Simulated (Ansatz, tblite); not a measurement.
Forces on NaLi4 at its r2SCAN/def2-TZVP geometry. The state is a doublet with charge 0.

The xTB rows come from tblite. Another isomer (doublet) lies 0.09 eV lower at PBE0/def2-TZVP; other spin states weren't run for this one.

GFN1-xTB (tblite), largest force 0.64 eV/Å:

```xyz
5
positions Å, forces eV/Å
Li   -1.517   -0.961    1.843    0.442    0.320   -0.300
Li    0.828   -1.200    0.095   -0.425    0.453    0.032
Li    0.166    1.511    1.884   -0.225   -0.450   -0.402
Li   -0.717    1.022   -0.839    0.317   -0.354    0.426
Na    1.239   -0.371   -2.983   -0.109    0.032    0.243
```

GFN2-xTB (tblite), largest force 0.58 eV/Å:

```
Li 0.412 0.375 -0.176
Li -0.146 0.154 0.012
Li -0.249 -0.477 -0.206
Li 0.092 -0.063 0.088
Na -0.110 0.010 0.282
```

PBE/def2-TZVP (Ansatz), largest force 0.08 eV/Å:

```
Li 0.050 0.039 -0.016
Li -0.046 0.033 -0.030
Li -0.042 -0.029 -0.020
Li 0.058 -0.051 0.029
Na -0.020 0.008 0.037
```
